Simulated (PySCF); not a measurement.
Gas-phase reaction: 2 InH2Cl + 2 HCl ⇌ 2 InCl2 + 3 H2

Method: PySCF energies (xtb for GFN2) plus ideal-gas RRHO corrections (1 bar). † marks an energy on the PBE0/def2-TZVP geometry and frequencies; other levels use their own. MP2 and CCSD(T) freeze the core. Open shells (unrestricted): InCl2 (multiplicity 2); the rest are closed-shell singlets. GFN2 has no spin-polarisation term. B3LYP is the form with VWN-RPA correlation. In: scalar-relativistic def2 core potential, no spin-orbit coupling. InH2Cl, InCl2: computed as isolated molecules; such fragments, hydroxides, amides, oligomers or adducts are transient or little studied in the gas. MP2 isn't extrapolated to the basis-set limit; its ΔH°(298 K) is -69.4 kJ in def2-SVP and -66.3 kJ in def2-TZVPP. CCSD(T) isn't extrapolated to the basis-set limit; its ΔH°(298 K) is -53.3 kJ in def2-SVP and -48.9 kJ in def2-TZVPP. The harmonic model lacks anharmonicity and excited electronic states, which grow with temperature; levels with a mode under 35 cm⁻¹ are left out. Soft modes under 120 cm⁻¹ make the harmonic entropy rough for InCl2.

| level | ΔE electronic, kJ | ΔH°(298 K), kJ | ΔS°(298 K), J/K | ΔG°(600 K), kJ |
|---|---|---|---|---|
| B3LYP/def2-TZVP† | -91 | -95 | 93 | -154 |
| BLYP/def2-TZVP† | -116 | -120 | 93 | -178 |
| CCSD(T)/def2-SVP† | -50 | -53 | 93 | -112 |
| GFN2-xTB | -157 | -159 | 106 | -225 |
| MP2/def2-SVP† | -66 | -69 | 93 | -128 |
| MP2/def2-TZVPP† | -63 | -66 | 93 | -125 |
| PBE/def2-TZVP† | -87 | -90 | 93 | -149 |
| r2SCAN/def2-TZVP† | -92 | -96 | 93 | -155 |
| LDA/def2-TZVP† | -20 | -24 | 93 | -83 |
| ωB97M-V/def2-TZVP† | -50 | -54 | 93 | -113 |
| ωB97X-V/def2-TZVP† | -41 | -44 | 93 | -103 |
ΔH° is lowest at GFN2-xTB and highest at LDA/def2-TZVP†. No reference value is set beside these.
